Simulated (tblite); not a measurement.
A tight-binding relaxation on `[SiH3]O[SiH2][Si]([SiH3])([SiH3])Cl`.

Computed with GFN2-xTB geometry optimisation, gas phase (tblite 0.8.0). Start geometry: from a force field or distance geometry. The command runs a driver script over a list of jobs; the input below is this job's line of settings and its coordinates in Å.

Command:
```bash
OMP_NUM_THREADS=1 python probes_run.py task.json out
```

Input:
```
{"job": {"kind": "relax", "xc": "GFN2-xTB", "basis": "xTB"}, "charge": 0, "multiplicity": 1}
Si    -2.915600    -0.313100    -0.020700
O     -1.741300    -1.039100    -1.014200
Si    -0.366900    -1.619700    -0.212600
Si     0.968700    -0.063000     0.640400
Si    -0.000600     1.909700     0.403400
Si     2.977500    -0.096900    -0.315500
Cl     1.230000    -0.404700     2.711800
H     -2.258900     0.309200     1.135700
H     -3.963800    -1.234800     0.408100
H     -3.506600     0.779600    -0.816500
H     -0.652100    -2.648500     0.801000
H      0.455600    -2.336600    -1.218900
H     -0.756300     1.916300    -0.836200
H      1.071600     2.923200     0.432800
H     -0.840500     2.188700     1.591700
H      3.630000    -1.410600    -0.242300
H      2.835000     0.320200    -1.714400
H      3.825600     0.826400     0.460600
```

Output:
```
step      E/eV     max force
  0    -624.87172    2.221
  1    -625.10715    1.523
  2    -625.26248    0.685
  3    -625.32501    0.714
  4    -625.47372    0.786
  5    -625.56496    0.733
  6    -625.63250    0.678
  7    -625.68002    0.484
  8    -625.71941    0.477
  9    -625.74994    0.473
... (194 lines left out)
204    -626.01762    0.018
205    -626.01770    0.015
206    -626.01777    0.020
207    -626.01787    0.021
208    -626.01796    0.021
209    -626.01802    0.018
210    -626.01807    0.018
211    -626.01811    0.015
212    -626.01814    0.013
213    -626.01817    0.010
```

«max force» is the largest atomic force in eV/Å.

Q: From which step on does the largest force stay under 0.1 eV/Å, and how much energy is left to gain from there?

A: From step 139 (0.099 eV/Å), 25.7 meV above the end.

Main results: energy lowered by 26.4 kcal/mol over 213 steps; largest atomic force 0.010 eV/Å at the end.

Q: Where do the atoms end?

A: 1.603 Å rms from the input after alignment:
```
atom  x, y, z in Å
Si1   -2.6778   -0.6563   -1.0401
O2    -1.4534   -1.0923   -0.0842
Si3   -0.4749   -1.5735    1.1231
Si4    1.1903    0.0357    0.9146
Si5    0.3909    2.2163    1.3233
Si6    2.3748   -0.1204   -1.1129
Cl7    2.5987   -0.3802    2.4187
H8    -3.8547   -0.4463   -0.2004
H9    -2.8810   -1.7466   -1.9901
H10   -2.2259    0.5770   -1.6833
H11   -1.2880   -1.5821    2.3475
H12   -0.1566   -2.9755    0.8214
H13    0.5027    3.0477    0.1176
H14    1.0825    2.9465    2.3895
H15   -1.0332    2.2087    1.6801
H16    3.1031   -1.3809   -1.2971
H17    1.4280   -0.0167   -2.2281
H18    3.3658    0.9450   -1.3053
```

Q: Estimate the wall time. Hardware: one thread, Arm Neoverse V1 (aarch64), shared host with 32 logical CPUs at a one-minute load of 30.

A: About 2.9 s.
Labels such as C1 count atoms from 1, the log's own numbers from 0.
